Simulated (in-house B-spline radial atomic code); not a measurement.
Inner levels of chromium as electrons are removed. A shift is the extra binding of the orbital against the neutral atom ([Ar] 3d3/2(4) 3d5/2(1) 4s1). The density at the nucleus is averaged over the nuclear charge. Computed with a radial B-spline atomic code at the basis-set limit: Dirac-Hartree-Fock, jj configuration that fills j = l - 1/2 first, finite nuclei.

A number in brackets counts the electrons of a j subshell.

```json
{"ion": "Cr", "configuration": "[Ar] 3d3/2(4) 3d5/2(1) 4s1", "shift of 1s1/2 (eV)": "0", "radius of 1s1/2 (bohr)": "0.063506", "Σ<r²> (bohr²)": "39.534", "change of density at nucleus (bohr⁻³)": "-"}
{"ion": "Cr+", "configuration": "[Ar] 3d3/2(4) 3d5/2(1)", "shift of 1s1/2 (eV)": "7.2532", "radius of 1s1/2 (bohr)": "0.063506", "Σ<r²> (bohr²)": "21.561", "change of density at nucleus (bohr⁻³)": "-2.8428"}
{"ion": "Cr2+", "configuration": "[Ar] 3d3/2(4)", "shift of 1s1/2 (eV)": "21.912", "radius of 1s1/2 (bohr)": "0.063507", "Σ<r²> (bohr²)": "16.332", "change of density at nucleus (bohr⁻³)": "-1.549"}
{"ion": "Cr3+", "configuration": "[Ar] 3d3/2(3)", "shift of 1s1/2 (eV)": "40.59", "radius of 1s1/2 (bohr)": "0.063509", "Σ<r²> (bohr²)": "13.152", "change of density at nucleus (bohr⁻³)": "1.1224"}
{"ion": "Cr4+", "configuration": "[Ar] 3d3/2(2)", "shift of 1s1/2 (eV)": "62.496", "radius of 1s1/2 (bohr)": "0.063512", "Σ<r²> (bohr²)": "10.867", "change of density at nucleus (bohr⁻³)": "4.9814"}
{"ion": "Cr5+", "configuration": "[Ar] 3d3/2(1)", "shift of 1s1/2 (eV)": "87.336", "radius of 1s1/2 (bohr)": "0.063515", "Σ<r²> (bohr²)": "9.0945", "change of density at nucleus (bohr⁻³)": "9.9422"}
{"ion": "Cr6+", "configuration": "[Ne] 3s2 3p6", "shift of 1s1/2 (eV)": "114.94", "radius of 1s1/2 (bohr)": "0.063519", "Σ<r²> (bohr²)": "7.658", "change of density at nucleus (bohr⁻³)": "15.944"}
{"ion": "Cr7+", "configuration": "[Ne] 3s2 3p1/2(2) 3p3/2(3)", "shift of 1s1/2 (eV)": "148.53", "radius of 1s1/2 (bohr)": "0.063513", "Σ<r²> (bohr²)": "6.4811", "change of density at nucleus (bohr⁻³)": "25.377"}
{"ion": "Cr8+", "configuration": "[Ne] 3s2 3p1/2(2) 3p3/2(2)", "shift of 1s1/2 (eV)": "?", "radius of 1s1/2 (bohr)": "?", "Σ<r²> (bohr²)": "?", "change of density at nucleus (bohr⁻³)": "?"}
{"ion": "Cr9+", "configuration": "[Ne] 3s2 3p1/2(2) 3p3/2(1)", "shift of 1s1/2 (eV)": "221.57", "radius of 1s1/2 (bohr)": "0.063498", "Σ<r²> (bohr²)": "4.4489", "change of density at nucleus (bohr⁻³)": "46.512"}
{"ion": "Cr10+", "configuration": "[Ne] 3s2 3p1/2(2)", "shift of 1s1/2 (eV)": "260.98", "radius of 1s1/2 (bohr)": "0.063489", "Σ<r²> (bohr²)": "3.5649", "change of density at nucleus (bohr⁻³)": "58.222"}
{"ion": "Cr11+", "configuration": "[Ne] 3s2 3p1/2(1)", "shift of 1s1/2 (eV)": "302.47", "radius of 1s1/2 (bohr)": "0.063478", "Σ<r²> (bohr²)": "2.7574", "change of density at nucleus (bohr⁻³)": "70.4"}
{"ion": "Cr12+", "configuration": "[Ne] 3s2", "shift of 1s1/2 (eV)": "345.94", "radius of 1s1/2 (bohr)": "0.063466", "Σ<r²> (bohr²)": "2.0176", "change of density at nucleus (bohr⁻³)": "83.35"}
{"ion": "Cr13+", "configuration": "[Ne] 3s1", "shift of 1s1/2 (eV)": "389.33", "radius of 1s1/2 (bohr)": "0.063463", "Σ<r²> (bohr²)": "1.326", "change of density at nucleus (bohr⁻³)": "-1.4893"}
{"ion": "Cr14+", "configuration": "[He] 2s2 2p6", "shift of 1s1/2 (eV)": "?", "radius of 1s1/2 (bohr)": "?", "Σ<r²> (bohr²)": "?", "change of density at nucleus (bohr⁻³)": "?"}
{"ion": "Cr15+", "configuration": "[He] 2s2 2p1/2(2) 2p3/2(3)", "shift of 1s1/2 (eV)": "?", "radius of 1s1/2 (bohr)": "?", "Σ<r²> (bohr²)": "?", "change of density at nucleus (bohr⁻³)": "?"}
{"ion": "Cr16+", "configuration": "[He] 2s2 2p1/2(2) 2p3/2(2)", "shift of 1s1/2 (eV)": "670.22", "radius of 1s1/2 (bohr)": "0.063307", "Σ<r²> (bohr²)": "0.4821", "change of density at nucleus (bohr⁻³)": "-7.351"}
{"ion": "Cr17+", "configuration": "[He] 2s2 2p1/2(2) 2p3/2(1)", "shift of 1s1/2 (eV)": "794.77", "radius of 1s1/2 (bohr)": "0.063222", "Σ<r²> (bohr²)": "0.39518", "change of density at nucleus (bohr⁻³)": "39.114"}
{"ion": "Cr18+", "configuration": "[He] 2s2 2p1/2(2)", "shift of 1s1/2 (eV)": "923.64", "radius of 1s1/2 (bohr)": "0.06313", "Σ<r²> (bohr²)": "0.31501", "change of density at nucleus (bohr⁻³)": "87.691"}
{"ion": "Cr19+", "configuration": "[He] 2s2 2p1/2(1)", "shift of 1s1/2 (eV)": "1058.11", "radius of 1s1/2 (bohr)": "0.063029", "Σ<r²> (bohr²)": "0.24159", "change of density at nucleus (bohr⁻³)": "136.77"}
{"ion": "Cr20+", "configuration": "[He] 2s2", "shift of 1s1/2 (eV)": "1197.1", "radius of 1s1/2 (bohr)": "0.06292", "Σ<r²> (bohr²)": "0.17392", "change of density at nucleus (bohr⁻³)": "187.88"}
{"ion": "Cr21+", "configuration": "[He] 2s1", "shift of 1s1/2 (eV)": "1319.22", "radius of 1s1/2 (bohr)": "0.062908", "Σ<r²> (bohr²)": "0.090182", "change of density at nucleus (bohr⁻³)": "-361.89"}
{"ion": "Cr22+", "configuration": "1s2", "shift of 1s1/2 (eV)": "1444.01", "radius of 1s1/2 (bohr)": "0.062853", "Σ<r²> (bohr²)": "0.010583", "change of density at nucleus (bohr⁻³)": "-943.95"}
{"ion": "Cr23+", "configuration": "1s1", "shift of 1s1/2 (eV)": "1852.23", "radius of 1s1/2 (bohr)": "0.061856", "Σ<r²> (bohr²)": "0.0051149", "change of density at nucleus (bohr⁻³)": "-5973.01"}
```

(1) Fill in the row of Cr8+.

(2) Fill in the row of Cr14+.

(3) Fill in the row of Cr15+.

## Answers

(1) shift of 1s1/2 (eV): 184.08; radius of 1s1/2 (bohr): 0.063506; Σ<r²> (bohr²): 5.4167; change of density at nucleus (bohr⁻³): 35.565.

(2) shift of 1s1/2 (eV): 434.23; radius of 1s1/2 (bohr): 0.063459; Σ<r²> (bohr²): 0.67934; change of density at nucleus (bohr⁻³): -94.016.

(3) shift of 1s1/2 (eV): 550.03; radius of 1s1/2 (bohr): 0.063386; Σ<r²> (bohr²): 0.57654; change of density at nucleus (bohr⁻³): -51.721.
